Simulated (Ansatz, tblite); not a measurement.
Isomers of Si4O4 (singlet), found by a short tight-binding search and relaxed with B3LYP-D4/def2-SVP in Ansatz.

The xTB rows come from tblite. Correlated methods freeze 24 core orbitals.

Run but left out: HF/def2-SVP (A: restricted singlet, unstable in another Hartree–Fock run and untested here).

A: The restricted singlet is unstable towards broken spin symmetry in Hartree–Fock (as tested in another run); at BLYP-D4/def2-TZVP, r2SCAN-D4/def2-TZVP, PBE0-D4/def2-TZVP, CAM-B3LYP-D4/def2-TZVP and others this wasn't settled. B: The restricted singlet is unstable towards broken spin symmetry in Hartree–Fock (as tested in another run); at PBE-D4/def2-TZVP, BLYP-D4/def2-TZVP, r2SCAN-D4/def2-TZVP, PBE0-D4/def2-TZVP and others this wasn't settled. At CCSD(T)/def2-SVP T1 of the charge 0 singlet is large (up to 0.023), so the single-reference result is doubtful. At CCSD(T)/def2-SVP the restricted singlet (for correlated methods, its reference) is unstable: a solution with broken spin symmetry lies lower. C: At CCSD(T)/def2-SVP T1 of the charge 0 singlet is large (up to 0.026), so the single-reference result is doubtful.

Other spin states weren't relaxed.

A:

```xyz
8

Si    1.283   -0.723    1.698
Si   -0.828   -0.411   -2.049
Si    1.486    1.530   -0.709
Si   -1.942   -0.396    1.060
O    -0.398   -0.677    1.667
O     0.398    0.676   -1.667
O     1.677    0.489    0.599
O    -1.677   -0.488   -0.599
```

B:

```csv
atom,x (Å),y (Å),z (Å)
Si1,1.155,1.437,-1.281
Si2,1.009,-1.131,0.730
Si3,-1.933,1.454,-0.174
Si4,-1.290,-1.814,0.054
O5,1.457,0.110,-0.304
O6,-1.841,-0.245,-0.057
O7,-0.449,1.799,-0.862
O8,1.892,-1.610,1.895
```

C:

Cartesian coordinates in Å:
```
Si -1.2615 0.9302 -1.9953
Si -0.4945 -0.4116 1.9203
Si 1.2267 0.1879 -0.4457
Si -0.5547 -1.4997 -0.2420
O -1.6037 -0.5169 -1.1410
O -0.3304 -0.2457 3.4291
O 0.3149 1.1871 -1.4504
O 2.7033 0.3687 -0.0752
```

Q: Estimate their order by electronic energy at PBE0-D4/def2-TZVP, counted from the lowest.

A: A (0.00) < B (1.94) < C (3.16), in eV.

Q: Do the other levels pick the same lowest one?

A: All that were run do. Energies above each level's lowest (eV):

| level | A | B | C |
| --- | --- | --- | --- |
| GFN1-xTB | 0.00 | 1.21 | 2.06 |
| GFN2-xTB | 0.00 | 0.54 | 1.19 |
| PBE-D4/def2-TZVP | 0.00 | 1.74 | 2.64 |
| BLYP-D4/def2-TZVP | 0.00 | 1.87 | 3.11 |
| r2SCAN-D4/def2-TZVP | 0.00 | 1.86 | 2.87 |
| PBE0-D4/def2-TZVP | 0.00 | 1.94 | 3.16 |
| CAM-B3LYP-D4/def2-TZVP | 0.00 | 2.17 | 3.89 |
| MP2/def2-SVP | 0.00 | 2.13 | 3.39 |
| CCSD/def2-SVP | 0.00 | 2.30 | 4.06 |
| CCSD(T)/def2-SVP | 0.00 | 2.20 | 3.71 |
Point groups (tolerance 0.1 Å): A D2d, B not assigned, C not assigned. Lower isomers may exist.
